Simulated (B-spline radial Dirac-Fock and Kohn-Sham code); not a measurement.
## Compton profile of Au⁴³⁺

System: Au⁴³⁺, configuration [Ar] 3d10 4s2 4p6.

The run's input, task.json:

```json
{"items": [{
  "Z": 79,
  "q": 43,
  "cfg": [[1, 0, 2], [2, 0, 2], [2, 1, 6], [3, 0, 2], [3, 1, 6], [3, 2, 10], [4, 0, 2], [4, 1, 6]],
  "A": 197,
  "rrms": 5.4371,
  "do": ["scatter"],
  "s": [0.0, 0.05, 0.07, 0.08, 0.1, 0.13, 0.16, 0.2, 0.25, 0.31, 0.39, 0.48, 0.6, 0.74, 0.93, 1.15, 1.43, 1.78, 2.21, 2.75, 3.42, 4.25, 5.28],
  "pz": [0, 0.1, 0.14, 0.19, 0.27, 0.37, 0.52, 0.72, 0.99, 1.4, 1.9, 2.7, 3.7, 5.1, 7.1, 9.9, 14.0, 19.0, 26.0, 37.0, 51.0],
  "hv_scatter": [1000, 5000, 8047.8, 30000, 50000, 200000, 500000, 1000000]
}]}
```

Command: `python xray_run.py task.json out`

Level of theory: the impulse approximation on Dirac-Fock densities; a radial atomic solver. pz is in atomic units of momentum; subshell profiles are per electron, for a selection of subshells; open shells are spread over both j values by their weights.

```
  pz  J total  J 1s1/2   J 2s1/2   J 3p3/2   J 4p3/2
   0    1.625  0.00929    0.0330    0.0447    0.0829
0.37    1.621  0.00929    0.0330    0.0447    0.0829
0.52    1.618  0.00929    0.0330    0.0447    0.0829
0.72    1.611  0.00929    0.0329    0.0447    0.0829
0.99    1.599  0.00929    0.0329    0.0447    0.0827
 1.4    1.574  0.00929    0.0327    0.0446    0.0822
 1.9    1.531  0.00928    0.0325    0.0446    0.0806
 2.7    1.437  0.00927    0.0319    0.0443    0.0751
 3.7    1.289  0.00924    0.0310    0.0434    0.0624
 5.1    1.069  0.00920    0.0294    0.0407    0.0389
 7.1   0.8296  0.00911    0.0263    0.0339    0.0147
 9.9   0.6380  0.00893    0.0214    0.0214   0.00813
  14   0.4202  0.00860    0.0141   0.00755   0.00576
  19   0.2393  0.00806   0.00734   0.00235   0.00141
  26   0.1225  0.00717   0.00250   0.00194  0.000562
  37  0.05186  0.00566  0.000859   0.00119  0.000404
  51  0.02159  0.00391  0.000793  0.000385  0.000135
```

J(0) = 1.625. The 4p3/2 subshell gives the largest part, 20 %.

Mean momentum ⟨p⟩ by subshell (a.u.): 1s1/2 85.2, 2s1/2 30.5, 2p1/2 40.0, 2p3/2 34.7, 3s1/2 15.7, 3p1/2 18.6, 3p3/2 17.1, 3d3/2 20.4, 3d5/2 19.9, 4s1/2 9.50, 4p1/2 10.6, 4p3/2 10.1.

Values without a named source are computed, but for edge energies of neutral atoms, which are taken from tables.
